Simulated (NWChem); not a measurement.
Species: CHAgO; SMILES [O+]#[C-]->[AgH]

```xyz
4

Ag    -0.0001     0.5877     0.0000
H      0.0079     2.2274     0.0000
O      0.0017    -2.6144     0.0000
C     -0.0031    -1.4886     0.0000
```
Atoms are numbered in this order, from 1.

Computed with NWChem. Structure relaxed at the PBE0/def2-SVP (def2 core potentials past Kr) level.

### Question
Predict the results for TPSS/3-21G, non-relativistic. Quantities: highest occupied level (eV); orbital gap (eV); dipole (D).

### Answer
| Item | Result |
|---|---|
| highest occupied level (eV) | -5.16 |
| orbital gap (eV) | 2.09 |
| dipole (D) | 4.30 |
